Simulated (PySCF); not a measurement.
F$_{4}$Sn (SMILES [F][Sn]([F])([F])[F]), singlet, at a GFN2-xTB geometry (such geometries of metal compounds can be far from the true shape) (all electrons, no relativity). Base run: PBE/3-21G (PySCF).

The PySCF input:
```python
from pyscf import gto, scf, dft

mol = gto.M(
    atom='''
F    -0.955835   -1.490404   -0.731726
Sn   -0.000000   -0.000000   -0.000000
F    -1.144235    1.536112    0.037885
F     0.567460   -0.417701    1.781534
F     1.532610    0.371994   -1.087693
''',
    basis='3-21g',
    charge=0,
    spin=0,
    verbose=4,
)

mf = dft.RKS(mol)
mf.xc = 'pbe'
mf.kernel()
mo_i, mo_e, stable_i, stable_e = mf.stability(internal=True, external=True, return_status=True, nroots=6, tol=1e-6)
print('internally stable:', stable_i, ' externally stable:', stable_e)
if not stable_e:
    umf = mf.to_uhf() if not hasattr(mf, 'xc') else mf.to_uks()
    umf.scf_summary = {}
    umf.kernel(umf.make_rdm1(mo_e, umf.mo_occ))
mf.analyze()
```

The bond that is stretched is that between atoms 1 and 2. A test that says stable can miss a lower solution.

Each row names what was changed in the base input (with any setting that the change needs).

```json
[
 {"change": "base", "ΔE vs base (kcal/mol)": "0.000", "<S^2>": "0.000", "HOMO-LUMO gap (eV)": "4.68", "stability test says": "stable", "outcome": "converged"},
 {"change": "bond × 1.25", "ΔE vs base (kcal/mol)": "35.89", "<S^2>": "0.000", "HOMO-LUMO gap (eV)": "2.05", "stability test says": "stable", "outcome": "converged"},
 {"change": "bond × 1.5", "ΔE vs base (kcal/mol)": "74.7", "<S^2>": "0.000", "HOMO-LUMO gap (eV)": "0.43", "stability test says": "external instability", "outcome": "converged"},
 {"change": "bond × 1.8", "ΔE vs base (kcal/mol)": "-", "<S^2>": "-", "HOMO-LUMO gap (eV)": "-", "stability test says": "-", "outcome": "not converged"},
 {"change": "bond × 2.2", "ΔE vs base (kcal/mol)": "-", "<S^2>": "-", "HOMO-LUMO gap (eV)": "-", "stability test says": "-", "outcome": "not converged"},
 {"change": "bond × 3.0", "ΔE vs base (kcal/mol)": "-", "<S^2>": "-", "HOMO-LUMO gap (eV)": "-", "stability test says": "-", "outcome": "not converged"}
]
```

Where a bond breaks into two radicals, a solution with restricted orbitals usually stops being the lowest and lies too high; an unrestricted one lies lower at the price of spin contamination, which <S^2> shows.
